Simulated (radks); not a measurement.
The numbers below are computed, except where a source is named.
The bromine anion Br-, [Kr], held by a Watson sphere: a shell of charge +1 at radius R that stands for the Madelung well of a crystal (potential energy -1/R inside, -1/r outside, in hartree with lengths in bohr). Level of theory: scalar-relativistic Kohn-Sham, LDA (Slater exchange, Perdew-Wang correlation), spin-unpolarised, spherical densities, point nucleus (a radial shooting solver on a logarithmic mesh with Libxc functionals). Response by self-consistent Sternheimer equations with the Hartree and adiabatic LDA kernel, the relativistic mass of each level held fixed and spin-orbit coupling left out. The sphere does not respond.

R (bohr)  e(3d) (eV)  e(4s) (eV)  e(4p) (eV)  <r> 4p (bohr)  sum of <r^2> (bohr^2)  X-ray form factor at sin(theta)/lambda = 0.2 1/angstrom  alpha (bohr^3)
2.2          -65.868     -20.532      -8.504          2.120                  45.88                                                   27.905           24.26
2.53         -65.537     -19.971      -8.085          2.160                  47.28                                                   27.838           26.86
3.29         -64.796     -18.843      -7.078          2.230                  49.91                                                   27.761           33.47
3.56         -64.523     -18.493      -6.738          2.248                  50.63                                                   27.749           35.84
4.04         -64.048     -17.927      -6.175          2.273                  51.67                                                   27.738           39.89
4.56         -63.563     -17.389      -5.632          2.291                  52.52                                                   27.734           43.90
4.87         -63.295     -17.101      -5.341          2.300                  52.91                                                   27.734           46.05

Estimate the row for R = 2.85 bohr.

Answer. e(3d) (eV) -65.231; e(4s) (eV) -19.469; e(4p) (eV) -7.659; <r> 4p (bohr) 2.193; sum of <r^2> (bohr^2) 48.50; X-ray form factor at sin(theta)/lambda = 0.2 1/angstrom 27.795; alpha (bohr^3) 29.58.
